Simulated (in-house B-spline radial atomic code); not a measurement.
# Ionising Ar VIII (Ar7+) with different functionals

Computed with a B-spline radial code for spherical atoms: four-component Dirac-Coulomb Hamiltonian, Fermi nucleus of rms radius 3.4274 fm, spin-restricted, spherical fractional occupations for the functionals, and exact exchange of hybrids averaged over the configuration. The ionisation energy is the difference of two self-consistent energies, [Ne] 3s1 → [He] 2s2 2p6, without Breit or QED terms; ε is the level of the shell that loses the electron (mean over j).

```json
{"method": "BHandHLYP", "rung": "global hybrid", "ΔSCF (eV)": "144.15", "-ε(3s) (eV)": "139.30"}
{"method": "B3LYP", "rung": "global hybrid", "ΔSCF (eV)": "144.10", "-ε(3s) (eV)": "136.61"}
{"method": "CAM-B3LYP", "rung": "range-separated hybrid", "ΔSCF (eV)": "144.13", "-ε(3s) (eV)": "138.59"}
{"method": "HSE06", "rung": "range-separated hybrid", "ΔSCF (eV)": "143.53", "-ε(3s) (eV)": "136.31"}
```

**Question.** Among the functionals, which spreads more, the ΔSCF values or the orbital energies?

**Answer.** The orbital energies: ΔSCF values span about 0.62 eV and the orbital energies 3.00 eV; here energy differences depend much less on the functional than eigenvalues do.

**Question.** How do they compare with the NIST value?

**Answer.** NIST lists 143.457 eV ± 0.0012 (semi-empirical, ground level to ground level). Errors run from +0.07 to +0.69 eV; HSE06 is closest (+0.07 eV), but part of that can be cancellation, since the calculations leave out Breit-QED terms, spin polarisation.
